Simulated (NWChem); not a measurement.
System: BiI₃; SMILES [I][Bi]([I])[I]

All runs: NWChem. Coordinates come from a PBE0/def2-SVP optimisation. Not confirmed as a minimum by frequencies. def2 effective core potentials on I, Bi; no spin-orbit coupling. Ions are spin-unrestricted doublets at the neutral geometry; other ion states weren't tried.

For level PBE/def2-SVP:

```yaml
vertical ionisation energy, ΔSCF (eV): 8.74
"−ε(HOMO) (eV)": 6.40
```

Question: Estimate the same quantities for level PBE0/def2-SVP.

Answer: 
| Item | Value |
|---|---|
| vertical ionisation energy, ΔSCF (eV) | 9.25 |
| −ε(HOMO) (eV) | 7.56 |
